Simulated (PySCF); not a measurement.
How methods differ on the ionisation energy of Yb⁵³⁺

Yb⁵³⁺ [Ne] 3s2 3p5 [3p1/2^2 3p3/2^3, M_J = 3/2] → Yb⁵⁴⁺ [Ne] 3s2 3p4 [3p1/2^2 3p3/2^2, M_J = 2], as a difference of total energies. Calculation: PySCF 2.14, in an even-tempered Gaussian basis (18 s from 15 bohr⁻², ratio 2.4; 14 p from 19 bohr⁻², ratio 2.4; 4 d from 70 bohr⁻², ratio 2.6; 4 f from 100 bohr⁻², ratio 2.6); the two-component X2C-1e Hamiltonian. Correlated levels: 1s2 frozen; the 48 highest virtual spinors dropped. "Screened" scales the spin-orbit matrix elements by Boettger's factors to mimic the two-electron term; Breit and QED terms are absent.

| method | ionisation energy (eV) |
| --- | --- |
| GHF (spin-free) | 5181.2 |
| GMP2 (spin-free) | 5182.3 |
| GHF (screened spin-orbit) | 5103.9 |
| GMP2 (screened spin-orbit) | 5105.0 |

Breit and QED terms and the two-electron picture change are absent.

The spin-free rows relax to the high-spin LS determinant and lack the spin-orbit shift.

The labels give the starting determinants; with spin-orbit coupling the two ends relaxed to ⟨J²⟩ = 3.75, ⟨L²⟩ = 2.04, ⟨S²⟩ = 0.79 and ⟨J²⟩ = 6.00, ⟨L²⟩ = 3.27, ⟨S²⟩ = 1.41.

For comparison: 5101 ± 5 eV (theoretical estimate listed by NIST; NIST Atomic Spectra Database, ionization energies).
